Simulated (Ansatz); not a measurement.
Level of theory: frozen-core CCSD(T)/cc-pVTZ // r2SCAN-D4/def2-TZVP in Ansatz (an electronic-structure program).

Ansatz 0.2 input:
```yaml
crystal:
  periodic: [false, false, false]
  atoms:
    - { symbol: Al, position_ang: [-0.199023, 0.007958, -0.002221] }
    - { symbol: Br, position_ang: [2.05611, -0.082218, 0.022942] }
    - { symbol: H, position_ang: [-0.984258, -1.356648, -0.01203] }
    - { symbol: H, position_ang: [-0.872828, 1.430908, -0.008693] }
basis:
  gaussian: { orbitals: cc-pVTZ }
correlation:
  method: ccsd_t
```

Output:

```
Functional definition: HF
651 factors; integrals over basis functions are off by at most 1.3e-3 eV
mean field evaluation 1: about -76615.9855 eV, gradient 1.2e1 eV
mean field evaluation 2: about -76616.0758 eV, gradient 1.2e1 eV
mean field evaluation 4: about -76616.7553 eV, gradient 1.5e0 eV
mean field evaluation 8: about -76616.7683 eV, gradient 2.1e-5 eV
mean field evaluation 16: about -76616.6151 eV, gradient 1.4e0 eV
mean field -76616.76830220 eV, -2815.6143023950 hartree, gradient 5.4e-6 eV, S^2 0.000000; 0 other end points of the search recorded, 0 dependent functions left out
14 core orbitals not correlated
reference -76616.76830220 eV, -2815.6143023950 hartree; 11, 11 occupied and 80, 80 virtual orbitals, 651 factors
second order -8.30116164 eV of doubles, -0.00000000 eV of singles
cycle   1  -8.71375247 eV  change   -4.1e-1 eV  update   6.1e-2
cycle   2  -8.97351429 eV  change   -2.6e-1 eV  update   1.9e-2
cycle   3  -8.99204412 eV  change   -1.9e-2 eV  update   7.3e-3
cycle   4  -8.98655744 eV  change    5.5e-3 eV  update   2.2e-3
cycle   5  -8.98713777 eV  change   -5.8e-4 eV  update   8.5e-4
cycle   6  -8.98697669 eV  change    1.6e-4 eV  update   2.5e-4
cycle   7  -8.98692102 eV  change    5.6e-5 eV  update   7.8e-5
cycle   8  -8.98696458 eV  change   -4.4e-5 eV  update   2.8e-5
cycle   9  -8.98696308 eV  change    1.5e-6 eV  update   7.8e-6
perturbative correction -0.29565737 eV, -0.0108652079 hartree
Total energy: -76626.05092264 eV, -2815.9554324044 hartree
```

Cost: very roughly 6 core-seconds.
